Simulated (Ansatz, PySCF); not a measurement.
Reaction (SMILES): C=C[Si](F)(F)F [ethenyl(trifluoro)silane] + 6 [H][H] (H2) -> 2 C (CH4) + 3 F (HF) + [SiH4] (SiH4)
Geometries: B3LYP-D3(BJ)/def2-TZVP minima from Ansatz (a program for electronic structure), one conformer each, not searched for the lowest.
Geometry of the first species:
```
C
C 1 1.3320
H 2 1.0838 1 121.92
H 2 1.0842 3 116.21 1 180.00
H 1 1.0864 2 118.88 3 180.00
Si 1 1.8270 5 118.59 2 180.00
F 6 1.5835 1 112.07 5 -59.72
F 6 1.5835 7 106.32 1 -122.76
F 6 1.5836 7 107.69 8 -115.20
```
Charge 0, spin multiplicity 1.

Quantity: energy of full hydrogenation (0 K, with B3LYP-D3(BJ) harmonic zero-point energies from PySCF), in kJ/mol. Valence correlation only, unless marked. Spin-orbit coupling is left out. Non-relativistic. CBS marks a two-point X^-3 extrapolation of the correlation energy; Hartree-Fock from the larger set.

| level | program | energy of full hydrogenation (kJ/mol) | minus last row |
|---|---|---|---|
| HF/cc-pV(T+d)Z | Ansatz | 195.8 | -35.1 |
| SVWN5/def2-TZVPD | Ansatz | 170.3 | -60.6 |
| PBE-D4/def2-TZVPD | Ansatz + dftd4 | 193.9 | -37.0 |
| revPBE-D3(BJ)/def2-TZVPD | Ansatz + dftd3 | 198.5 | -32.4 |
| r2SCAN/def2-TZVPD | Ansatz | 234.9 | 4.0 |
| r2SCAN-D4/def2-TZVPD | Ansatz + dftd4 | 237.5 | 6.6 |
| r2SCANh-D4/def2-TZVPD | Ansatz + dftd4 | 228.0 | -2.9 |
| HSE06-D3(BJ)/def2-TZVPD | Ansatz + dftd3 | 175.1 | -55.8 |
| CAM-B3LYP/def2-TZVPD | Ansatz | 204.6 | -26.3 |
| MP2/aug-cc-pV(D+d)Z | Ansatz | 151.1 | -79.8 |
| RI-MP2/CBS(aug-cc-pV(T+d)Z,aug-cc-pV(Q+d)Z) | Ansatz | 239.6 | 8.7 |
| SCS-MP2/cc-pV(Q+d)Z | Ansatz | 238.0 | 7.1 |
| CCSD/aug-cc-pV(T+d)Z | Ansatz | 201.9 | -29.0 |
| CCSD/cc-pV(Q+d)Z | Ansatz | 216.5 | -14.4 |
| CCSD(T)/CBS(cc-pV(T+d)Z,cc-pV(Q+d)Z) | Ansatz | 230.9 | 0.0 |
